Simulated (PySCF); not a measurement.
Input for PySCF: R-BP86/LANL2DZ on Ge2H6 (SMILES [GeH3][GeH3]), a point of a bond scan (R = 2.679 Å).

```python
from pyscf import gto, scf, dft, mp
from pyscf.data.elements import chemcore

mol = gto.M(
    atom='''
    Ge   -1.21412012    0.09497213   -0.01554390
    Ge    1.45694414   -0.11396656    0.01865268
    H    -1.81564152   -0.88366826   -1.03991537
    H    -1.63545207    1.52474348   -0.39912600
    H    -1.79543962   -0.23067558    1.37187209
    H     1.87827609   -1.54373791    0.40223478
    H     2.05846554    0.86467383    1.04302415
    H     2.03826364    0.21168115   -1.36876331
    ''',
    basis='lanl2dz',
    ecp={'Ge': 'lanl2dz'},
    charge=0, spin=0, verbose=3, max_memory=1800)
mf = dft.RKS(mol, xc='b88,p86')
mf.conv_tol = 1e-8
mf.max_cycle = 100
mf.kernel()
if not mf.converged:
    mf = mf.newton().run(mf.mo_coeff, mf.mo_occ)
```

**Question.** Give the final energy of this run.

**Answer.** -11.1560 hartree.
